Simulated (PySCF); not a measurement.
C₅H₆F₂. Atoms are numbered in the order given.

```xyz
13

C      0.4023     2.6638     0.0000
C      0.7626     1.3758     0.0000
C     -0.2040     0.2767     0.0000
F     -1.4936     0.6568     0.0000
C      0.0692    -1.0374     0.0000
C      1.3975    -1.7146     0.0000
F     -0.9608    -1.8991     0.0000
H     -0.6513     2.9550     0.0000
H      1.1541     3.4570     0.0000
H      1.8203     1.1002     0.0000
H      2.2282    -0.9992     0.0000
H      1.4862    -2.3591    -0.8893
H      1.4862    -2.3591     0.8893
```

Coordinates come from a ωB97X-D3(BJ)/def2-SVP optimisation. Other conformers were not sampled.

Level of theory: PySCF with PBE/def2-TZVP.

Symmetry labels are those of the subgroup Cs that the program uses (full group Cs).

Computed valence orbital energies around the gap with their symmetry:
```tsv
orbital	symmetry	energy (eV)
HOMO−7	A'	-10.59
HOMO−6	A'	-10.26
HOMO−5	A"	-10.04
HOMO−4	A'	-9.47
HOMO−3	A'	-9.02
HOMO−2	A'	-8.62
HOMO−1	A"	-7.57
HOMO	A"	-5.49
LUMO	A"	-1.76
LUMO+1	A'	0.17
LUMO+2	A'	0.77
LUMO+3	A"	0.84
```
